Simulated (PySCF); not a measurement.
# Basis and Hamiltonian dependence of the ionisation energy of Ti²⁺

Ti²⁺ [Ar] 3d2 (3F) → Ti³⁺ [Ar] 3d1 (2D). All values are computed (PySCF 2.14, energy differences of UHF-based or UKS calculations, no spin-orbit coupling). Values in eV.

| basis | Hamiltonian | functions | UHF | PBE | PBE0 | MP2 (valence) | CCSD(T) (valence) | CCSD(T) (valence and next inner shell) |
| --- | --- | --- | --- | --- | --- | --- | --- | --- |
| 6-31G* | non-relativistic | 34 | 26.941 | n/a | n/a | 27.029 | n/a | n/a |
| x2c-SVPall | spin-free X2C | 36 | 27.004 | 28.495 | n/a | 27.070 | n/a | n/a |
| cc-pVDZ-DK | spin-free X2C | 43 | 26.919 | n/a | 28.272 | 26.993 | n/a | n/a |
| aug-cc-pVDZ-DK | spin-free X2C | 59 | 26.910 | 28.391 | 28.257 | 26.986 | 27.011 | n/a |
| aug-cc-pVDZ | non-relativistic | 59 | 27.106 | 28.566 | 28.440 | 27.181 | 27.206 | n/a |
| def2-TZVPPD | non-relativistic | 67 | 26.752 | 28.081 | 27.970 | 26.868 | 26.902 | 27.249 |
| cc-pVTZ-DK | spin-free X2C | 68 | 26.603 | n/a | 27.826 | 26.725 | n/a | n/a |
| x2c-TZVPPall with one added diffuse shell each of s, p, d, f type | spin-free X2C | 80 | 26.589 | 27.926 | 27.812 | 26.705 | 26.740 | 27.094 |
| aug-cc-pVTZ | non-relativistic | 93 | 26.768 | 28.099 | 27.985 | 26.890 | 26.925 | n/a |
| def2-QZVPPD | non-relativistic | 93 | 26.791 | 28.145 | 28.024 | 26.923 | 26.959 | 27.372 |
| x2c-QZVPPall | spin-free X2C | 96 | 26.625 | 27.988 | 27.863 | 26.757 | 26.793 | 27.208 |
| dyall-av2z | non-relativistic | 101 | 26.741 | 28.077 | 27.965 | 26.852 | 26.885 | n/a |
| aug-cc-pVTZ with one added diffuse shell each of s, p, d, f, g type | non-relativistic | 118 | 26.768 | 28.099 | 27.985 | 26.890 | n/a | n/a |
| aug-cc-pwCVTZ | non-relativistic | 127 | 26.775 | 28.098 | 27.984 | 26.915 | n/a | n/a |

Frozen in the all-electron rows: valence: [Ar]; valence and next inner shell: [Ne].

At UHF, aug-cc-pVDZ lies more than 0.3 eV from the median of the rows with comparable relativity. Sets contracted for the neutral atom can be stiff in a shell that they treat as core.

Non-relativistic rows lack the scalar-relativistic shift.

Between the lowest levels the reference is 27.492 eV (measured; NIST Atomic Spectra Database, ionization energies); it includes spin-orbit coupling, which these numbers lack.
